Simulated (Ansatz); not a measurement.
One change: `[F][Nb](=[S])([Cl])[Cl]` becomes `[NH2][Nb]([F])(=[S])[Cl]`.

Ansatz, PBE0-D4/def2-TZVP geometries, multiplicity 1. Each molecule was computed in one conformer, which needn't be the lowest.

Elements past krypton have def2 core potentials.

```csv
property,`[F][Nb](=[S])([Cl])[Cl]`
size of the dipole moment (ωB97M-V/def2-TZVPP) / D,0.70
"ideal-gas entropy at 298 K and 1 bar (rigid rotor, harmonic PBE0-D4/def2-TZVP) / J/(mol·K)",365
HOMO–LUMO gap (PBE0/def2-TZVPP) / eV,5.26
size of the dipole moment (PBE/def2-TZVPP) / D,0.81
HOMO energy (PBE0/def2-TZVPP) / eV,-8.49
LUMO energy (PBE0/def2-TZVPP) / eV,-3.23
```

What does the change do to each property? (Estimate.)

Computed: 
```tsv
property	`[NH2][Nb]([F])(=[S])[Cl]`	shift
size of the dipole moment (ωB97M-V/def2-TZVPP) / D	3.38	2.68
ideal-gas entropy at 298 K and 1 bar (rigid rotor, harmonic PBE0-D4/def2-TZVP) / J/(mol·K)	364	-1
HOMO–LUMO gap (PBE0/def2-TZVPP) / eV	5.44	0.18
size of the dipole moment (PBE/def2-TZVPP) / D	3.35	2.54
HOMO energy (PBE0/def2-TZVPP) / eV	-8.04	0.45
LUMO energy (PBE0/def2-TZVPP) / eV	-2.60	0.63
```

With PBE0 the HOMO rises by 0.45 eV and the LUMO rises by 0.63 eV, so the gap widens by about 0.18 eV. PBE moves the HOMO by 0.45 eV and ωB97M-V by 0.40 eV. The zero-point energy changes by 63.1 kJ/mol with +6 modes. Dipoles are sizes alone; their direction can turn.
